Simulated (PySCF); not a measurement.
All values below come from PySCF with PBE-D3(BJ)/def2-TZVP // PBE0-D4/def2-SVP. Gas-phase values, no solvent. One relaxed conformer stands for a flexible species; it need not be the lowest. Excitations are Tamm–Dancoff values on a coarser integration grid. The basis has no diffuse functions, so Rydberg states are missing or too high.

Reference species (SMILES): `C1[C@H]2CC[C@@H](C1)[C@@]2(C=O)B` (neutral, multiplicity 1).

| Quantity | Result |
|---|---|
| S1 oscillator strength | 0.009 |
| T1 excitation (TDA) | 2.80 eV |

Changed species: `O=C[C@]12C[C@@H](B)[C@@H](C2)CC1`.

Task: Predict the effect on the S1 oscillator strength and T1 excitation (TDA).

Result: the S1 oscillator strength stays essentially unchanged; the T1 excitation (TDA) increases by 0.40 eV, to 3.20 eV.
